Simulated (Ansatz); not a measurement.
Cost and result for the atomization energy of CH$_{2}$BF$_{3}$ (`BC(F)(F)F`) (7 atoms, 6 bonds).

Total charge 0; spin multiplicity 1. The structure was optimised at the PBE0-D4/def2-TZVP level. Program: Ansatz. All runs use 2 threads of a server CPU on a shared host. Times are those of one run each, without the atoms' runs, and a repeat can differ threefold. Electronic energies, without spin–orbit coupling; frozen cores. CCSD(T)/CBS adds CCSD(T) − MP2 in def2-TZVPP to the MP2 limit, and its time is that of the two runs behind it. T1 = 0.013. HSE06 is the plane-wave form, built on full-range PBE exchange.

CCSD(T)/CBS is a level of theory with its own doubt, some kJ/mol a heavy atom from the limit and from the frozen cores, so smaller differences don't rank the functionals.

```tsv
level	functions	wall time	atomization (kcal/mol)	difference from CCSD(T)/CBS	per bond
LDA (SPW92)/def2-TZVPP	183	0.9 s	745.4	124.3	20.7
revPBE-D4/def2-TZVPP	183	1.4 s	624.6	3.5	0.6
PBE-D4/def2-TZVPP (with forces)	183	1.8 s	648.2	27.1	4.5
PBE0-D4/def2-TZVPP	183	2.1 s	626.5	5.4	0.9
HSE06-D4/def2-TZVPP	183	2.3 s	627.3	6.2	1.0
CCSD(T)/def2-SVP	80	3.1 s	593.6	-27.5	-4.6
r2SCANh-D4/def2-TZVPP	183	3.4 s	622.2	1.1	0.2
ωB97X-V/def2-TZVPP	183	4.7 s	626.9	5.8	1.0
ωB97M-V/def2-TZVPP (with forces)	183	6 s	627.4	6.3	1.1
B97M-V/def2-TZVPP	183	6.5 s	623.9	2.8	0.5
MP2/def2-QZVPP	345	14 s	639.6	18.5	3.1
CCSD(T)/def2-TZVPP	183	50 s	605.0	-16.1	-2.7
CCSD(T)/CBS(def2)	–	63 s	621.1	0.0	0.0
```

The D4 term adds +3.5 kcal/mol with B3LYP and +1.8 kcal/mol with PBE0; it sums over pairs of atoms, weighted by their polarisabilities, and B3LYP, whose exchange is more repulsive, gets the larger term. From BLYP to BHLYP (50 % exact exchange), in def2-TZVPP and without D4, the atomization energy moves by −31.1 kcal/mol: exact exchange takes away binding that semilocal exchange gives to molecules. At CCSD(T), def2-SVP lies −27.5 kcal/mol from the extrapolated value and def2-TZVPP −16.1 kcal/mol: correlation converges slowly with the basis, and small sets miss more of it in the bonded molecule than in its fragments.

B3LYP here is the variant with VWN-RPA as its local correlation; programs differ in this.
